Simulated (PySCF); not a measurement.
## How methods differ on the ionisation energy of Tc³⁸⁺

Tc³⁸⁺ [He] 2s2 2p1 [2p1/2^1, M_J = 1/2] → Tc³⁹⁺ [He] 2s2, as a difference of total energies. All numbers are calculated (PySCF 2.14, the two-component X2C-1e Hamiltonian, in an even-tempered Gaussian basis (17 s from 17 bohr⁻², ratio 2.4; 12 p from 23 bohr⁻², ratio 2.4; 5 d from 74 bohr⁻², ratio 2.6; 4 f from 110 bohr⁻², ratio 2.6)). Correlated levels: nothing frozen; the 32 highest virtual spinors dropped. "Screened" scales the spin-orbit matrix elements by Boettger's factors to mimic the two-electron term; Breit and QED terms are absent.

| method | ionisation energy (eV) |
| --- | --- |
| GHF (spin-free) | 5486.7 |
| GMP2 (spin-free) | 5485.9 |
| GHF (screened spin-orbit) | 5579.6 |
| GMP2 (screened spin-orbit) | 5578.2 |

For this ion Breit and QED terms and the two-electron picture change, all absent here, outweigh the correlation shift from GHF to GMP2.

The spin-free rows lack the spin-orbit shift.

For comparison: 5570 ± 4 eV (semi-empirical (NIST evaluation); NIST Atomic Spectra Database, ionization energies).
